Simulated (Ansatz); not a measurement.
Consider the cleavage of the Si–Sb bond: `[NH2][SbH][SiH3]` + `C[O][Al]([OH])[F]` → `C[O][Al]([F])[O][SiH3]` + `[NH2][SbH2]`.

Calculated with Ansatz (gas phase, PBE0-D4/def2-TZVP geometries, no zero-point term in ΔE). CCSD(T)/CBS is the MP2 limit (def2-TZVPP, def2-QZVPP) plus CCSD(T) − MP2 in def2-TZVPP, frozen cores. This one scheme is used for every species. Elements past krypton have def2 core potentials. For Sb outer-core shells are correlated without core-valence functions, which leaves a few kJ/mol of doubt a bond. Each species was taken in one conformer, which may not be the lowest.

```tsv
species	SCS-MP2/def2-QZVPP energy (Eh)
`[NH2][SbH][SiH3]`	-587.09307
`C[O][Al]([OH])[F]`	-532.67730
`C[O][Al]([F])[O][SiH3]`	-822.97763
`[NH2][SbH2]`	-296.82547
```

Question: Work out ΔE.

Answer: ΔE = (-822.97763) + (-296.82547) − (-587.09307) − (-532.67730) = -0.03273 Eh = -85.9 kJ/mol. CCSD(T)/CBS gives -75.5 kJ/mol.

Largest T1 diagnostic among the species: 0.014.

From PBE to PBE0 (25 % exact exchange), in def2-TZVPP and without D4, ΔE moves by −9.4 kJ/mol. In def2-TZVPP, CCSD(T) changes the Hartree–Fock value by +29.1 kJ/mol (the triples alone add +4.9 kJ/mol) and MP2 by +30.5 kJ/mol.
